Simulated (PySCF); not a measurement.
Run times: lanthanum in cc-pwCVTZ-X2C

Measured wall times of calculations with PySCF 2.14 in cc-pwCVTZ-X2C (12s11p9d7f4g1h, 186 functions), with scalar relativity by spin-free X2C-1e, run from one Python driver. Hardware: 2 threads of Neoverse-V2 on a shared host, 2.6 GiB allowed. The two-electron integrals over 186 functions were computed once and kept in memory (54 CPU seconds with the set-up); the times below exclude them. Kohn-Sham runs start from converged Hartree-Fock orbitals.

Launch command (the driver calls PySCF for each step listed in the task file):

```bash
OMP_NUM_THREADS=2 python atomrun2.py TASK.json OUT
```

```tsv
species	step	iterations	wall time (s)
La [Xe] 5d1 6s2	LDA	10	4.4
La [Xe] 5d1 6s2	PBE	10	6.2
La [Xe] 5d1 6s2	PBE0	14	17
La [Xe] 5d1 6s2	r2SCAN	10	15
La⁺ [Xe] 5d2	UHF with spin-orbit constants	7	15
La⁺ [Xe] 5d2	LDA	9	4.1
La⁺ [Xe] 5d2	PBE	10	6.5
La⁺ [Xe] 5d2	PBE0	7	9
La⁺ [Xe] 5d2	r2SCAN	10	15
La⁺ [Xe] 5d2	MP2 (10 electrons)		3.8
La⁺ [Xe] 5d2	MP2 (28 electrons)		7.9
```

Peak memory of the process: 2.8 GiB. Times on a shared host vary from run to run.
